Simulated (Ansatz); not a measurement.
Gas-phase electronic energies from Ansatz, PBE0-D4/def2-TZVP geometries. CCSD(T)/CBS is the MP2 limit (def2-TZVPP, def2-QZVPP) plus CCSD(T) − MP2 in def2-TZVPP, frozen cores. This one scheme is used for every species. One conformer a species, not always the lowest.

`O[SiH](O)F` + `O[SiH](O)O` → `O[SiH](O)O[SiH](O)F` + H₂O  (ligand exchange at the Si–O bond)

`O[SiH](O)F`:

```xyz
7

O     0.378    1.050    0.776
Si    0.204   -0.317   -0.094
O    -1.339   -0.799    0.001
F     0.631    0.005   -1.596
H     1.114    1.629    0.576
H     1.043   -1.433    0.361
H    -2.030   -0.135   -0.024
```

`O[SiH](O)O`:

Z-matrix (Å, degrees):
```
Si
O 1 1.641
O 1 1.633 2 105.0
O 1 1.630 2 114.4 3 -119.5
H 1 1.476 2 110.6 3 122.9
H 2 0.958 1 117.9 3 -173.6
H 3 0.958 1 116.6 2 25.4
H 4 0.959 1 117.6 2 72.3
```

`O[SiH](O)O[SiH](O)F`:

Cartesian coordinates in Å:
```
O -2.475 -0.666 -0.930
Si -1.157 0.279 -0.852
O -1.464 1.522 0.162
O 0.154 -0.544 -0.303
Si 1.322 -0.507 0.813
O 2.765 -0.897 0.195
F 1.342 0.995 1.376
H -2.978 -0.809 -0.127
H -0.868 0.698 -2.232
H -0.722 1.912 0.629
H 1.067 -1.404 1.944
H 3.014 -0.580 -0.674
```

H₂O:

Z-matrix (Å, degrees):
```
O
H 1 0.960
H 1 0.960 2 105.1
```

```
              species  HF/def2-TZVPP energy (Eh)
         `O[SiH](O)F`                 -540.16135
         `O[SiH](O)O`                 -516.13922
`O[SiH](O)O[SiH](O)F`                 -980.24475
                  H₂O                  -76.06237
```

Task: Work out ΔE.

Result: ΔE = (-980.24475) + (-76.06237) − (-540.16135) − (-516.13922) = -0.00655 Eh = -4.1 kcal/mol. CCSD(T)/CBS gives -5.3 kcal/mol.

Largest T1 diagnostic among the species: 0.012.

The D4 term adds −2.1 kcal/mol with B3LYP and −1.3 kcal/mol with PBE0; it sums over pairs of atoms, weighted by their polarisabilities, and B3LYP, whose exchange is more repulsive, gets the larger term.

B3LYP here is the variant with VWN-RPA as its local correlation; programs differ in this.
